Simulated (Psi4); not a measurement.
C₃H₇O, charge -1, singlet, at a GFN2-xTB geometry (a gas-phase anion, which may not be bound at this level); CISD/def2-SVP run with Psi4.

Input for Psi4:
```
memory 2 GB

molecule mol {
-1 1
  O     0.072437    1.403210   -0.197336
  C    -0.003743    0.039027    0.514568
  H     0.678774    1.903421    0.355744
  C    -1.295482   -0.576668   -0.043471
  C     1.168255   -0.779392   -0.074952
  H    -1.321613   -0.690325   -1.147815
  H     1.156039   -0.896331   -1.179742
  H    -2.156850    0.037738    0.236541
  H     2.129441   -0.318226    0.186784
  H    -1.440571   -1.573077    0.391220
  H     1.161096   -1.786682    0.359086
}

set basis def2-svp
set reference rhf

energy('cisd')
print_variables()
```

Task: What does Psi4 print? Leave out banner, timings and long lists.

Result: 
```
   => Loading Basis Set <=

    Name: DEF2-SVP
    Role: ORBITAL
    Keyword: BASIS

         ---------------------------------------------------------
                                   SCF
               by Justin Turney, Rob Parrish, Andy Simmonett
                          and Daniel G. A. Smith
                              RHF Reference
         ---------------------------------------------------------

  ==> Geometry <==

    Molecular point group: c1
    Full point group: C1

    Geometry (in Angstrom), charge = -1, multiplicity = 1:

       Center              X                  Y                   Z               Mass
    ------------   -----------------  -----------------  -----------------  -----------------
         O            0.075910107833     1.347488457716    -0.210764347055    15.994914619570
         C           -0.000269892167    -0.016694542284     0.501139652945    12.000000000000
         H            0.682247107833     1.847699457716     0.342315652945     1.007825032230
         C           -1.292008892167    -0.632389542284    -0.056899347055    12.000000000000
         C            1.171728107833    -0.835113542284    -0.088380347055    12.000000000000
         H           -1.318139892167    -0.746046542284    -1.161243347055     1.007825032230
         H            1.159512107833    -0.952052542284    -1.193170347055     1.007825032230
         H           -2.153376892167    -0.017983542284     0.223112652945     1.007825032230
         H            2.132914107833    -0.373947542284     0.173355652945     1.007825032230
         H           -1.437097892167    -1.628798542284     0.377791652945     1.007825032230
         H            1.164569107833    -1.842403542284     0.345657652945     1.007825032230

  Running in c1 symmetry.

  Rotational constants: A =      0.28200  B =      0.27817  C =      0.15853 [cm^-1]
  Rotational constants: A =   8454.24641  B =   8339.19268  C =   4752.62348 [MHz]
  Nuclear repulsion =  123.370976427239071

  Charge       = -1
  Multiplicity = 1
  Electrons    = 34
  Nalpha       = 17
  Nbeta        = 17

  ==> Algorithm <==

  SCF Algorithm Type is PK.
  DIIS enabled.
  MOM disabled.
  Fractional occupation disabled.
  Guess Type is SAD.
  Energy threshold   = 1.00e-08
  Density threshold  = 1.00e-08
  Integral threshold = 1.00e-12

  ==> Primary Basis <==

  Basis Set: DEF2-SVP
    Blend: DEF2-SVP
    Number of shells: 45
    Number of basis functions: 91
    Number of Cartesian functions: 95
    Spherical Harmonics?: true
    Max angular momentum: 2

  ==> Integral Setup <==

  Using in-core PK algorithm.
   Calculation information:
      Number of atoms:                  11
      Number of AO shells:              45
      Number of primitives:             83
      Number of atomic orbitals:        95
      Number of basis functions:        91

      Integral cutoff                 1.00e-12
      Number of threads:                 1

  Performing in-core PK
  Using 17526782 doubles for integral storage.
  We computed 524426 shell quartets total.
  Whereas there are 536130 unique shell quartets.

  ==> DiskJK: Disk-Based J/K Matrices <==

    J tasked:                  Yes
    K tasked:                  Yes
    wK tasked:                  No
    Schwarz Cutoff:          1E-12

  Minimum eigenvalue in the overlap matrix is 2.4622554996E-03.
  Reciprocal condition number of the overlap matrix is 4.1596439951E-04.
    Using symmetric orthogonalization.

  ==> Pre-Iterations <==

  SCF Guess: Superposition of Atomic Densities via on-the-fly atomic UHF (no occupation information).

   -------------------------
    Irrep   Nso     Nmo
   -------------------------
     A         91      91
   -------------------------
    Total      91      91
   -------------------------

  ==> Iterations <==

                        Total Energy        Delta E     RMS |[F,P]|

   @RHF iter SAD:  -191.23719821407622   -1.91237e+02   0.00000e+00
   @RHF iter   1:  -192.06272831612657   -8.25530e-01   6.49873e-03 DIIS/ADIIS
   @RHF iter   2:  -192.22631116841214   -1.63583e-01   3.46629e-03 DIIS/ADIIS
   @RHF iter   3:  -192.27033016996768   -4.40190e-02   4.95929e-04 DIIS/ADIIS
   @RHF iter   4:  -192.27205825973047   -1.72809e-03   1.74529e-04 DIIS/ADIIS
   @RHF iter   5:  -192.27220351895215   -1.45259e-04   4.14835e-05 DIIS
   @RHF iter   6:  -192.27221315195769   -9.63301e-06   9.43167e-06 DIIS
   @RHF iter   7:  -192.27221387568039   -7.23723e-07   3.01500e-06 DIIS
   @RHF iter   8:  -192.27221395613464   -8.04542e-08   8.53170e-07 DIIS
   @RHF iter   9:  -192.27221396661440   -1.04798e-08   2.24863e-07 DIIS
   @RHF iter  10:  -192.27221396745725   -8.42846e-10   6.36726e-08 DIIS
   @RHF iter  11:  -192.27221396753470   -7.74492e-11   1.85148e-08 DIIS
   @RHF iter  12:  -192.27221396754143   -6.73595e-12   6.65094e-09 DIIS
  Energy and wave function converged.

  ==> Post-Iterations <==

    Orbital Energies [Eh]
    ---------------------

    Doubly Occupied:

[...]
    Virtual:

[...]
    Final Occupation by Irrep:
              A
    DOCC [    17 ]
    NA   [    17 ]
    NB   [    17 ]

  @RHF Final Energy:  -192.27221396754143

   => Energetics <=

    Nuclear Repulsion Energy =            123.3709764272390714
    One-Electron Energy =                -513.5763298326812674
    Two-Electron Energy =                 197.9331394379007918
    Total Energy =                       -192.2722139675414326

Computation Completed

Properties will be evaluated at   0.000000,   0.000000,   0.000000 [a0]

Properties computed using the SCF density matrix

 Multipole Moments:

 ------------------------------------------------------------------------------------
     Multipole            Electronic (a.u.)      Nuclear  (a.u.)        Total (a.u.)
 ------------------------------------------------------------------------------------

 L = 1.  Multiply by 2.5417464519 to convert [e a0] to [Debye]
 Dipole X            :          0.0579130            0.2165712            0.2744842
 Dipole Y            :          3.3762726           -3.4748490           -0.0985764
 Dipole Z            :          0.5578441           -0.8374046           -0.2795605
 Magnitude           :                                                    0.4039963

 ------------------------------------------------------------------------------------

 MINTS: Wrapper to libmints.
   by Justin Turney

   Calculation information:
      Number of threads:                 1
      Number of atoms:                  11
      Number of AO shells:              45
      Number of SO shells:              45
      Number of primitives:             83
      Number of atomic orbitals:        95
      Number of basis functions:        91

      Number of irreps:                  1
      Integral cutoff                 1.00e-12
      Number of functions per irrep: [  91 ]

 OEINTS: Overlap, kinetic, potential, dipole, and quadrupole integrals
         stored in file 35.

      Computed 8467115 non-zero two-electron integrals.
        Stored in file 33.

        ==> Transform all two-electron integrals <==

	Presorting SO-basis two-electron integrals.
	Sorting File: SO Ints (nn|nn) nbuckets = 1
	Constructing frozen core operators
	Starting first half-transformation.
	Sorting half-transformed integrals.
	First half integral transformation complete.
	Starting second half-transformation.
	Two-electron integral transformation complete.

        **********************************************************
        *                                                        *
        *                   CCSD Integral Sort                   *
        *                                                        *
        **********************************************************

        CC integral sort will use                    352.51 mb

        Number of (ab|cd) temporary files:                2
        Number of (ab|ci) temporary files:                3
        Starting temporary file number:                 270

        *******************************************************
        *                                                     *
        *                        CISD                         *
        *      Singles Doubles Configuration Interaction      *
        *                                                     *
        *                   Eugene DePrince                   *
        *                                                     *
        *******************************************************

  ==> Input parameters <==

        Freeze core orbitals?                  no
        Use frozen natural orbitals?           no
        r_convergence:                  1.000e-07
        e_convergence:                  1.000e-06
        Number of DIIS vectors:                 8
        Number of frozen core orbitals:         0
        Number of active occupied orbitals:    17
        Number of active virtual orbitals:     74
        Number of frozen virtual orbitals:      0

  ==> Memory <==

        minimum memory requirements for QCISD =        36.34 mb
        (T) algorithm:                                 27.12 mb (low-memory)
        memory requirements for QCISD(T) =             27.12 mb

  ==> Define tiling <==

        v(ab,cd) diagrams will be evaluated in   1 blocks.
        v(ab,ci) diagrams will be evaluated in   1 blocks over ov2.
        v(ab,ci) diagrams will be evaluated in   1 blocks over ov.

  Allocate cpu memory (    95.10 mb).....done.
  Initialize cpu memory..................done.

  Begin CISD iterations

   Iter  DIIS          Energy       d(Energy)          |d(T)|     time
      0   0 1   -0.6416406990   -0.6416406990    0.3927600278        0
      1   1 1   -0.5636304227    0.0780102763    0.0668799152        1
      2   2 1   -0.5834591854   -0.0198287627    0.0116451506        2
      3   3 1   -0.5839055520   -0.0004463666    0.0028629408        1
      4   4 1   -0.5839460153   -0.0000404633    0.0009353596        1
      5   5 1   -0.5839504126   -0.0000043974    0.0001650057        1
      6   6 1   -0.5839505256   -0.0000001129    0.0000412060        2
      7   7 1   -0.5839505324   -0.0000000069    0.0000105104        2
      8   8 1   -0.5839505328   -0.0000000004    0.0000024406        2
      9   8 2   -0.5839505329   -0.0000000000    0.0000006720        1
     10   8 3   -0.5839505329   -0.0000000000    0.0000001930        2
     11   8 4   -0.5839505329   -0.0000000000    0.0000000473        2

  CISD iterations converged!

  CISD variational energy:      -0.583950532858
  CISD transition energy:       -0.583950534959

        OS SCS-MP2 correlation energy:          -0.586248780971
        SS SCS-MP2 correlation energy:          -0.051033349392
        SCS-MP2 correlation energy:             -0.637282130363
      * SCS-MP2 total energy:                 -192.909496097905

        OS MP2 correlation energy:              -0.488540650809
        SS MP2 correlation energy:              -0.153100048176
        MP2 correlation energy:                 -0.641640698986
      * MP2 total energy:                     -192.913854666527

        OS CISD correlation energy:             -0.461936083433
        SS CISD correlation energy:             -0.122014451526
        CISD correlation energy:                -0.583950532858
      * CISD total energy:                    -192.856164500400

  Total time for CISD iterations:      11.83 s (user)
                                        3.92 s (system)
                                          17 s (total)

  Time per iteration:                   1.08 s (user)
                                        0.36 s (system)
                                        1.55 s (total)

  Variable Map:
  ----------------------------------------------------------------------------
[...]
  Array Variable Map:
  ----------------------------------------------------------------------------
[...]
[...]
```
